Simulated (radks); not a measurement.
K2+, 17 electrons, occupied as [Ne] 3s2 3p5. All-electron calculation, scalar-relativistic Kohn-Sham, PBE, spin-polarised, spherical densities, point nucleus; open shells are filled with parallel spins first. Program: a radial shooting solver on a logarithmic mesh with Libxc functionals.

Unscreened Slater integrals over Kohn-Sham orbitals (eV). They are taken over the spin-up orbitals.

integral    value
F0(3p,3p)  18.209
F2(3p,3p)  9.1912
F0(3p,3s)  18.999
G1(3p,3s)  12.652
F0(3p,2p)  24.766
F2(3p,2p)  4.5232
G0(3p,2p)  1.7936
G2(3p,2p)  1.8262
F0(3s,3s)  19.900
F0(3s,2p)  26.441
G1(3s,2p)  2.0700
F0(2p,2p)  71.152
F2(2p,2p)  33.181

Derived for the open shells (J is the average intra-shell exchange parameter used in DFT+U). 3p: J = F2/5 = 1.838 eV.
